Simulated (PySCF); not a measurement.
Cs (caesium, neutral) across methods

[Xe] 6p1, 2P determinant (an excited configuration). All numbers are calculated (PySCF 2.14, the spin-free X2C one-electron Hamiltonian (Gaussian nucleus), in aug-cc-pwCVTZ-X2C with one added diffuse shell each of s, p, d, f type (12s11p9d5f, 125 functions)).

```tsv
method	E (hartree)	mean ε 5p α (eV)	mean ε 5p β (eV)	mean ε 6p α (eV)	Σ⟨r²⟩ (bohr²)	⟨S²⟩
revPBE	-7785.94	-14.630	-14.608	-1.527	114.8	0.750
PBE	-7785.65	-14.646	-14.619	-1.515	114.2	0.750
M06	-7786.22	-16.087	-16.063	-1.577	120.9	0.750
BLYP	-7786.36	-14.432	-14.418	-1.355	115.1	0.750
r2SCAN	-7786.09	-15.107	-15.100	-1.468	114.9	0.750
LDA	-7779.22	-14.783	-14.757	-1.478	113.5	0.750
PBE0	-7785.74	-16.178	-16.147	-1.783	116.1	0.750
UHF	-7783.05970	-19.747	-19.708	-2.301	128.3	0.750
```

Spin-orbit coupling, absent here, splits the open shell strongly.
